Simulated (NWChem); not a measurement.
# CHOS cation; SMILES [OH+]=C=S

```xyz
4

O     -0.1183     1.6407     0.0000
C      0.0035     0.4198     0.0000
S      0.0224    -1.0742     0.0000
H      0.6846     2.2048     0.0000
```
Atoms are numbered in this order, from 1.

Level: PBE0-D3(BJ)/def2-TZVP (NWChem), optimised geometry, unscaled harmonic frequencies. 

| frequency (cm⁻¹) | IR intensity (km/mol) |
|---|---|
| 451 | 28.2 |
| 489 | 2.1 |
| 940 | 0.4 |
| 1021 | 302.9 |
| 1968 | 551.2 |
| 3607 | 626.6 |

```
Item                                                                                Value
-----------------------------------------------------------------------  ----------------
zero-point energy                                                           12.1 kcal/mol
thermal correction to the enthalpy at 298.15 K (with zero-point energy)     14.8 kcal/mol
heat capacity Cv                                                          9.4 cal/(mol K)
entropy at 298.15 K and 1 atm (symmetry number 1)                        59.9 cal/(mol K)
```

Rigid rotor and harmonic oscillator.
